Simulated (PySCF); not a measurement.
These 2 structures share the formula C2H4OSSi. Theory: PBE0-D3(BJ)/def2-SVP geometry optimisation, gas phase in PySCF 2.14.0. One conformer each; no zero-point energy, no entropy. No frequencies were run at this level. Point groups hold within 0.08 Å.

Question: Rank from lowest to highest electronic energy at this level (kcal/mol).
A. `[SiH3:1][O:2][CH:3]=[C:4]=[S:5]` with Si1–O2–C3–C4 0°
B. `[CH:1]#[C:2][Si@H:3]([OH:4])[SH:5]` with C2–Si3–O4–H -58°, C2–Si3–S5–H 31°

Answer: B (0.0), A (34.6).

As drawn, the lower has a C≡C bond, an O–H bond and an S–H bond, which the higher lacks; the higher has cumulated double bonds, a C=S bond and a C=C bond outside aromatic rings, which the lower lacks.

| SMILES | E (Eh) | E rel (kcal/mol) | dipole (D) | point group | A, B, C (MHz) |
| --- | --- | --- | --- | --- | --- |
| C#C[Si@H](O)S | -840.77336 | 0.0 | 2.66 | C1 | 3981, 2301, 1592 |
| [SiH3]OC=C=S | -840.71815 | 34.6 | 0.61 | Cs | 7478, 1541, 1297 |

How do the relative energies change in single points at KT3/pcSseg-2 (no added dispersion term) on the same geometries?

| SMILES | PBE0-D3(BJ)/def2-SVP (kcal/mol) | KT3/pcSseg-2 (kcal/mol) | shift |
| --- | --- | --- | --- |
| C#C[Si@H](O)S | 0.0 | 0.0 | 0.0 |
| [SiH3]OC=C=S | 34.6 | 37.8 | +3.2 |

Each column counts from its own lowest isomer. The order is unchanged; the largest shift is 3.2 kcal/mol.
